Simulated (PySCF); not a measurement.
B3LYP has the VWN-RPA correlation part, as in Gaussian. 

```xyz
9

C     -1.2619    -0.3246    -0.0537
C     -0.0850     0.5746     0.2193
C      1.1609     0.1854     0.1556
N      2.3148    -0.2163     0.2180
H     -1.9139    -0.3883     0.8211
H     -1.8632     0.0533    -0.8843
H     -0.9370    -1.3338    -0.3042
H     -0.2645     1.6125     0.4754
H      2.8523    -0.1617    -0.6471
```

Charge 0, multiplicity 1.

Question: Give the Mulliken and meta-Löwdin atomic charges from B3LYP-D3(BJ)/def2-TZVP in PySCF.

Answer: 
```
atom  Mulliken (e)  meta-Löwdin (e)
----  ------------  ---------------
C1           -0.30            -0.31
C2           -0.20            -0.25
C3            0.06             0.18
N4           -0.27            -0.36
H5            0.12             0.12
H6            0.11             0.12
H7            0.12             0.12
H8            0.13             0.14
H9            0.23             0.25
```
